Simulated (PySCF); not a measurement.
**A rate constant, worked out**

An elementary step of GaH2Br, singlet (GaH₂Br ([GaH2][Br]) → GaH + HBr; Ga–Br, Ga–H broken or loosened, Br–H formed or tightened). The start structure is the reactant molecule, and the electronic barrier above it is 2.363 eV by CCSD(T) at an estimated basis limit (MP2 extrapolated from triple and quadruple zeta, plus CCSD(T) − MP2 in triple zeta). Program: PySCF 2.14 with density fitting (its default auxiliary sets; JK sets also for MP2 and CCSD(T)). Basis: def2-TZVPP and def2-QZVPP. Cores are frozen in the correlated methods. Filled d shells of the heavier atoms are correlated. The def2 sets are not built for correlating such inner shells, so the correlated values are less sure here. Extrapolation: Hartree–Fock as exp(−7.88 √X), correlation as X^−2.97. Harmonic wavenumbers (analytic Hessian with the translational sum rule) at PBE0-D4/def2-TZVP (PySCF 2.14 with density fitting (its default auxiliary sets; JK sets also for MP2 and CCSD(T))), in cm⁻¹:

Start: 304, 481, 606, 727, 2013, 2026.

Saddle: 634i, 190, 507, 553, 1416, 1866.

Task: Work out the transition-state-theory rate constant at 400 K from these numbers alone (harmonic vibrations; rotation, path degeneracy and anharmonicity left out), and the Wigner tunnelling factor. Use 1 cm⁻¹ = 1.2398 × 10⁻⁴ eV and k_B = 8.617 × 10⁻⁵ eV/K.

Result: Zero-point energies, half the sums: start 6157/2 cm⁻¹ = 0.3817 eV; saddle, real modes only, 4532/2 cm⁻¹ = 0.2809 eV.
Barrier with zero-point energy: 2.363 + 0.2809 − 0.3817 = 2.2622 eV.
k_BT = 0.03447 eV, so the barrier is 65.63 k_BT.
Vibrational partition functions from the zero-point level, ln q = −Σ ln(1 − exp(−hν/k_BT)): start 0.801, saddle 1.034.
k = (k_BT/h) exp(ln q‡ − ln q) exp(−E0/k_BT), with log₁₀(k_BT/h in s⁻¹) = 12.92: log₁₀ k = 12.92 + (0.233 − 65.63)/2.3026 = -15.48, so k ≈ 3 × 10^(-16) s⁻¹.
Wigner factor: 1 + (hν‡/k_BT)²/24 = 1 + (2.28)²/24 = 1.22. A change of 1 kcal/mol (0.043 eV) in the barrier would change k by a factor of 3.5 at this temperature.

No T1 diagnostic of these runs exceeds 0.013. The restricted Hartree–Fock reference is unstable towards an unrestricted one at one or more of these structures.

Labels in which every atom is bracketed show which atoms are joined, not bond orders.

For scale, one of the runs: CCSD(T)/def2-TZVPP, 124 basis functions, launched by `OMP_NUM_THREADS=4 python run.py`. Hardware: 4 CPU threads of an Arm Neoverse V1, shared host. Wall time 120 s; peak host memory 0.78 GiB.
